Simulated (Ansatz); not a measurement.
Relaxation of GeH$_{8}$Si (10 atoms, charge 0, multiplicity 1), to a largest force component of 0.03 eV/Å in at most 50 steps.

Theory: RKS CAM-B3LYP/def2-SVP (Ansatz).

```xyz
10
Properties=species:S:1:pos:R:3:forces:R:3
Ge 0.383 -0.012 -0.147 0.33 -0.02 0.08
H 0.424 0.001 1.393 0.44 0.00 -0.33
H 1.789 0.072 -0.759 -0.02 0.01 0.00
H -0.457 1.189 -0.602 0.00 -0.01 -0.02
H -0.302 -1.309 -0.596 0.03 0.01 -0.02
Si -2.809 0.013 1.353 -0.72 -0.03 0.18
H -3.007 -0.889 0.185 0.04 0.02 0.02
H -3.679 -0.449 2.474 0.00 0.03 -0.07
H -3.197 1.399 0.974 0.02 0.00 0.00
H -1.409 -0.014 1.798 -0.13 -0.02 0.16
```

Question: Where does it end, and by what steps?

Answer: It converged. The force dipped under the threshold on the way, but the program's further checks kept it going. After 10 steps the energy has fallen by 0.255 eV; H2 moved furthest, 1.02 Å.

| step | energy less start (eV) | largest force component (eV/Å) | accepted |
| --- | --- | --- | --- |
| 0 | 0.0000 | 0.721 | yes |
| 1 | -0.1490 | 0.168 | yes |
| 2 | -0.2318 | 0.178 | yes |
| 3 | -0.2490 | 0.054 | yes |
| 4 | -0.2525 | 0.091 | yes |
| 5 | -0.2537 | 0.083 | yes |
| 6 | -0.2541 | 0.047 | yes |
| 7 | -0.2545 | 0.027 | yes |
| 8 | -0.2547 | 0.052 | yes |
| 9 | -0.2549 | 0.024 | yes |
| 10 | -0.2551 | 0.029 | yes |

```xyz
10
Properties=species:S:1:pos:R:3
Ge 0.821 -0.031 -0.277
H 1.409 0.018 1.140
H 1.942 0.192 -1.303
H -0.239 1.070 -0.432
H 0.169 -1.400 -0.515
Si -3.273 0.031 1.491
H -3.369 -0.842 0.291
H -4.292 -0.388 2.491
H -3.514 1.445 1.099
H -1.916 -0.095 2.087
```

Run time: 13 s on 4 threads of AMD EPYC 7R43 64-Core Processor (Zen 3) (shared host), peak memory 0.23 GiB.
